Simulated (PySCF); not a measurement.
Species: AsBH5P.
SMILES: `PB[AsH2]`

Method used: MP2 and CCSD/aug-cc-pVDZ in PySCF, restricted Hartree–Fock reference, frozen core, non-relativistic, gas phase, PBE0-D3(BJ)/def2-SVP geometry.

E(HF) = -2602.48774 Eh.

Question: How large is the problem?

Answer: 131 basis functions and 58 electrons; 15 orbitals frozen, which leaves o = 14 correlated occupied and v = 102 virtual orbitals. That is o·v = 1428 singles and o·v(o·v + 1)/2 = 1020306 distinct closed-shell doubles amplitudes before symmetry; the costliest CCSD step grows as o²v⁴ = 2.1 × 10^10.

Question: What are the MP2 and CCSD correlation energies?

Answer: MP2 -0.3606 Eh and CCSD -0.4148 Eh, which gives totals of -2602.84833 and -2602.90255 Eh. That is 0.403 eV for each correlated electron at CCSD (1089 kJ/mol in all, 0.016 % of the total energy); MP2 gives 86.9 % of the CCSD value.

Question: What is the T1 diagnostic?

Answer: 0.0150, below the customary warning level of 0.02. It is the norm of the spatial-orbital singles amplitudes over the root of the number of correlated electrons, so the norm is 0.079.

Question: How does correlation change the dipole moment?

Answer: HF gives 1.36 D and CCSD (unrelaxed density) 1.09 D, a change of -0.27 D; the two vectors are 11° apart.

No triples correction and no basis-set extrapolation were made.

The job also held the EOM ionisation roots. Hardware: one thread of an Arm Neoverse V2, no GPU, on a shared host. Cost: 2.2 min, 1.6 GiB resident at most.

The values belong to the conformer `[PH2:1][BH:2][AsH2:3]`: H–P1–B2–As3 -152°, H–P1–B2–As3 -49°, H–As3–B2–P1 146°, H–As3–B2–P1 49°.
